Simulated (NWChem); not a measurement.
# Correlation energy of CClF

```xyz
3

F      0.2527    -1.4738     0.0000
C     -0.6854    -0.5857     0.0000
Cl     0.1081     0.9870     0.0000
```
Charge 0, spin multiplicity 1.

The numbers come from NWChem runs, not from measurements. All single points use one geometry, from B3LYP/def2-SVP, a minimum by its harmonic frequencies.

Basis set: cc-pVDZ. Each correlation energy counts from its own Hartree-Fock reference.

The correlated methods keep 7 core orbitals frozen. The structure started from a generated list of species. Coupled-cluster values serve here as a point of comparison, not as the truth.

Problem. One of these methods gave a correlation energy of -472.8 mHa. Which?
A) CCSD(T)
B) MP2
C) SCS-MP2
D) CR-CCSD[T]

Solution. A, CCSD(T). The others give -434.9 (MP2), -471.2 (CR-CCSD[T]), -420.6 (SCS-MP2).
